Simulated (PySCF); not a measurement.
# NMR parameters of cyclo-(F2SiS)4

cyclo-(F2SiS)4, F8S4Si4, point group C1.

Geometry:
```json
{"atom": "Si1", "x (Å)": "2.164", "y (Å)": "0.869", "z (Å)": "0.399"}
{"atom": "F2", "x (Å)": "1.483", "y (Å)": "1.931", "z (Å)": "-0.594"}
{"atom": "F3", "x (Å)": "3.719", "y (Å)": "1.225", "z (Å)": "0.521"}
{"atom": "S4", "x (Å)": "1.963", "y (Å)": "-1.075", "z (Å)": "-0.421"}
{"atom": "Si5", "x (Å)": "0.689", "y (Å)": "-0.696", "z (Å)": "-2.075"}
{"atom": "F6", "x (Å)": "1.412", "y (Å)": "0.193", "z (Å)": "-3.191"}
{"atom": "F7", "x (Å)": "0.428", "y (Å)": "-2.157", "z (Å)": "-2.676"}
{"atom": "S8", "x (Å)": "-1.131", "y (Å)": "0.323", "z (Å)": "-1.694"}
{"atom": "Si9", "x (Å)": "-2.087", "y (Å)": "-0.943", "z (Å)": "-0.290"}
{"atom": "F10", "x (Å)": "-3.525", "y (Å)": "-0.281", "z (Å)": "-0.057"}
{"atom": "F11", "x (Å)": "-2.302", "y (Å)": "-2.418", "z (Å)": "-0.879"}
{"atom": "S12", "x (Å)": "-1.088", "y (Å)": "-1.306", "z (Å)": "1.548"}
{"atom": "Si13", "x (Å)": "-0.635", "y (Å)": "0.659", "z (Å)": "2.191"}
{"atom": "F14", "x (Å)": "-1.366", "y (Å)": "1.715", "z (Å)": "1.229"}
{"atom": "F15", "x (Å)": "-1.196", "y (Å)": "0.866", "z (Å)": "3.675"}
{"atom": "S16", "x (Å)": "1.439", "y (Å)": "1.061", "z (Å)": "2.381"}
```

GIAO calculations in PySCF 2.14.0 with density-fitted response routines on the PBE0-D3(BJ)/def2-SVP structure: isolated species, non-relativistic, equivalent atoms averaged; basis pcSseg-1.

Question: Give the isotropic shieldings (ppm) with B3LYP, PBE0.

Answer: 
```csv
atoms,environment,B3LYP,PBE0
S4/S8/S12/S16,sulfur bonded to 2 Si,586,606
Si1/Si5/Si9/Si13,"silicon bonded to 2 F, 2 S",348.6,361.1
F2/F3/F6/F7/F10/F11/F14/F15,fluorine bonded to Si,270.9,272.6
HOMO–LUMO gap (eV),–,7.12,7.56
```

Question: And the chemical shifts, against references computed in the same way?

Answer: 
```json
{"atoms": "S4/S8/S12/S16", "nucleus, reference": "33S, CS2", "B3LYP": "-101", "PBE0": "-110"}
{"atoms": "Si1/Si5/Si9/Si13", "nucleus, reference": "29Si, TMS", "B3LYP": "-10.8", "PBE0": "-9.1"}
{"atoms": "F2/F3/F6/F7/F10/F11/F14/F15", "nucleus, reference": "19F, CFCl3", "B3LYP": "-99.0", "PBE0": "-95.3"}
```

Question: Which part of the shielding of S4/S8/S12/S16 depends on the functional?

Answer: Diamagnetic: B3LYP 1064, PBE0 1063 ppm; paramagnetic: B3LYP -478, PBE0 -457 ppm. The diamagnetic part, set mainly by inner electrons, hardly moves; the paramagnetic part goes with low-lying magnetically allowed excitations and carries the spread.

The averaged F atoms aren't alike in the static structure (σ from 259 to 276 ppm); the average presumes fast exchange among these sites. Unscaled 19F shifts against computed CFCl3 carry errors that often reach 10 to 50 ppm.
